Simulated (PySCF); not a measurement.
A structure optimised at B3LYP-D3(BJ)/def2-SVP, used in a PySCF frequency run:

```xyz
10

Cl    -2.0632    -0.4762     0.0000
Ge    -0.1025     0.4866     0.0000
C      1.3144    -0.3265     1.1470
O      2.1644    -0.4358     0.0000
C      1.3144    -0.3265    -1.1470
H     -0.3573     2.0092     0.0000
H      1.7945     0.2698     1.9385
H      1.0172    -1.3099     1.5560
H      1.0172    -1.3099    -1.5560
H      1.7945     0.2698    -1.9385
```

**Question.** Write its SMILES, formula and point group.

**Answer.** [Cl][GeH]1[CH2]O[CH2]1, C2H5ClGeO, Cs

**Question.** What are its rotational constants (standard atomic weights)?

**Answer.** 6.1310, 1.6058, 1.5773 GHz
